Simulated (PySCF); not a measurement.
C₃H₂, SMILES [C][C][CH2] (connectivity only; charge and spin as stated), neutral, multiplicity 1.

Coordinates come from a PBE0-D3(BJ)/def2-TZVP optimisation.

All values below come from TDA-B3LYP/def2-TZVPD in PySCF 2.14.0.

Vertical excitations. Gas-phase values at a fixed geometry. State labels are in the subgroup C2v.

**Question.** List the lowest excited states. (The exact figures need the calculation; the answer reports its results.)

**Answer.** 
```tsv
state	symmetry	energy (eV)	λ (nm)	f	main pairs
S1	A2	1.88	659	0.000	HOMO→LUMO 100 %
S2	B1	2.69	462	0.012	HOMO−1→LUMO 99 %
S3	A1	5.83	213	0.104	HOMO−2→LUMO 70 %, HOMO→LUMO+2 24 %
S4	B2	6.64	187	0.002	HOMO→LUMO+1 99 %
S5	A1	7.09	175	0.015	HOMO−1→LUMO+1 99 %
S6	B2	7.39	168	0.049	HOMO−1→LUMO+2 97 %
S7	A2	7.79	159	0.000	HOMO→LUMO+4 80 %, HOMO−3→LUMO 15 %
S8	A2	7.93	156	0.000	HOMO−3→LUMO 84 %, HOMO→LUMO+4 16 %
S9	B2	7.97	156	0.077	HOMO→LUMO+3 99 %
S10	A1	8.20	151	0.568	HOMO−1→LUMO+3 40 %, HOMO→LUMO+2 32 %, HOMO→LUMO+5 14 %, HOMO−2→LUMO 7 %
T1	B1	1.33	932	0	HOMO−1→LUMO 97 %
T2	A2	1.39	890	0	HOMO→LUMO 100 %
T3	A1	2.90	428	0	HOMO−2→LUMO 99 %
T4	A1	5.18	240	0	HOMO→LUMO+2 93 %
```
Triplets are in the Tamm–Dancoff approximation.
